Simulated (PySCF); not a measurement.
# Structure from NMR data

The spectra below were simulated for a compound C₂H₇ClSi.

1H NMR (600 MHz, computed): δ 5.03 (t, 2H), 1.05 (m, 3H), 1.02 (m, 2H).

13C{1H} NMR (computed): δ 11.6 (CH2), 8.3 (CH3).

[PySCF: σ from GIAO-B97-2/pcSseg-2; structure optimised with PBE0-D3(BJ)/def2-TZVP; no solvent model; rapidly exchanging positions averaged; one computed conformer; no relativistic terms]

Chemical shifts δ = σref − σ; 1H, 13C against TMS, all at this level.

Q: Deduce the structure.

A: 
- The formula gives 0 degrees of unsaturation.
- 2 carbon signals for 2 carbons: no two carbons are equivalent.
- Carbon types of the structure: 1 × CH2, 1 × CH3, leaving 2 H on heteroatoms.
- δC 11.6: sp3 CH2 bonded to Si; an electropositive neighbour leaves it electron-rich and shielded.
- δC 8.3: methyl carbon; aliphatic region, no heteroatom directly attached.
- δH 5.03: hydrogen on a silicon bonded to C, Cl.
- δH 1.05: hydrogen on a methyl carbon.
- δH 1.02: hydrogen on an sp3 CH2 bonded to Si.

These data were computed for Ethylchlorosilane (CC[SiH2]Cl).

Shifts are as computed. Against solution values, carbons near 30 ppm lie about +3 ppm off and those near 130 ppm about +7 ppm. Of 1211 compounds with measured shifts, 218 miss one by over three times the rms of a fit or turn the order of signals round; such compounds aren't used in these exercises. No couplings were computed; multiplicities are counted from neighbouring protons, with m where these are inequivalent, close in shift, in a saturated or five-membered ring or joined by F or P, and br s for small geminal =CH2 splittings.
